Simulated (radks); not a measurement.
Values are calculated unless marked as measured or tabulated.
Task: Coulomb parameter of the 4d shell of the rhodium ion Rh2+ in the model configuration [Kr] 4d5.5 5s1.5, as a second difference U = [E(n + 0.25) + E(n - 0.25) - 2 E(n)] / (0.25)^2 with all orbitals relaxed. "Bare": the charge of the atom changes with n. "Screened": the 5s shell takes up the change at fixed total charge, which measures U(4d,4d) + U(5s,5s) - 2 U(4d,5s). Level of theory: Dirac Kohn-Sham, PBE, spin-unpolarised, spherical densities, finite nucleus; open shells are shared between the two j in proportion to 2j + 1; Fermi nuclear charge, rms radius 4.4945 fm (a radial shooting solver on a logarithmic mesh with Libxc functionals). Estimate both.

Result: U(bare) = 13.670 eV, U(screened by 5s) = 2.146 eV.
